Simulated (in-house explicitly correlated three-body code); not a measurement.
The numbers below are computed, except where a source is named.
# Taking the two-electron ground state apart, Z = 1.28

A variational code in 260 exponentially correlated functions gives, for two electrons around a point charge Z = 1.28 (non-relativistic, fixed nucleus, atomic units): E = -0.990766, <1/r> = 0.968235 per electron, <1/r12> = 0.497149. From its density, U = 1.138643 (Hartree energy) and T_s = 0.959109 (kinetic energy of the doubly filled orbital √(n/2)). Further, <r²> = 4.24123 per electron, <r12²> = 9.07098 and <p1·p2> = 0.0681242.

Problem. Check the virial theorem, and compare with the screened hydrogenic estimate.

Solution. V = −2Z<1/r> + <1/r12> = -2.478682 + 0.497149 = -1.981533, and 2E = -1.981532, so T = −E = 0.990766. A product of 1s orbitals with exponent Z − 5/16 = 0.9675 gives −0.9675² = -0.93606, which is 54.7 millihartree too high.

Problem. Find the exchange and correlation energies of density-functional theory.

Solution. For two electrons in one orbital E_x = −U/2 = -0.569322. The potential part of correlation is U_c = <1/r12> − U − E_x = -0.072173, the kinetic part T_c = T − T_s = 0.031657, and E_c = T_c + U_c = -0.040515 hartree. Restricted Hartree-Fock gives -0.950668, so the correlation energy of wave-function theory is -0.040098.

Problem. What do the second moments say about angular correlation and diamagnetism?

Solution. From r12² = r1² + r2² − 2 r1·r2, <r1·r2> = <r²> − <r12²>/2 = -0.29426 bohr². It vanishes for a product of s orbitals, and its negative sign shows that the electrons favour opposite sides of the nucleus. The Langevin susceptibility is −0.79199e-6 × 2<r²> = -6.718e-6 cm³/mol.

Problem. How does a model nuclear mass of 2.6 u change the ionisation energy, to first order in m/M (1 hartree = 27.211386 eV)?

Solution. m/M = 1/(2.6 × 1822.8885) = 2.10992e-04. With a fixed nucleus the second electron is bound by −Z²/2 − E = 0.171566 hartree = 4.6685 eV. The reduced mass scales this by 1 − m/M, a change of -0.985 meV. The mass-polarisation term raises the two-electron state by (m/M)<p1·p2> = 14.37 microhartree, a further -0.391 meV. The sum is 4.6672 eV, before relativistic and QED terms.
